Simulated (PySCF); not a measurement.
Radial density of Rh⁺ (rhodium, charge +1)

B3LYP, [Kr] 4d7 5s1, 5s spin antiparallel (an excited configuration). Computed with PySCF 2.14 in aug-cc-pVTZ-DK, with scalar relativity by spin-free X2C-1e.

| r (bohr) | 4πr²ρ (e/bohr) | 4πr²(ρα − ρβ) |
| --- | --- | --- |
| 0.0268 | 56.33 | -0.0037 |
| 0.0450 | 48.56 | 0.0024 |
| 0.0757 | 63.95 | 0.0227 |
| 0.127 | 65.62 | 0.2130 |
| 0.214 | 47.12 | 0.5401 |
| 0.360 | 52.82 | 0.1994 |
| 0.606 | 16.58 | 0.3459 |
| 1.02 | 15.17 | 2.3266 |
| 1.72 | 5.074 | 1.1893 |
| 2.88 | 0.9134 | -0.2366 |
| 4.85 | 0.07613 | -0.0628 |
| 8.16 | 0.0004506 | -0.0004 |

Densities and radii are taken from the X2C orbitals without a picture-change correction, which distorts them close to the nucleus.

With the s spin flipped the determinant is a mixture of two multiplicities, not a spectroscopic state.
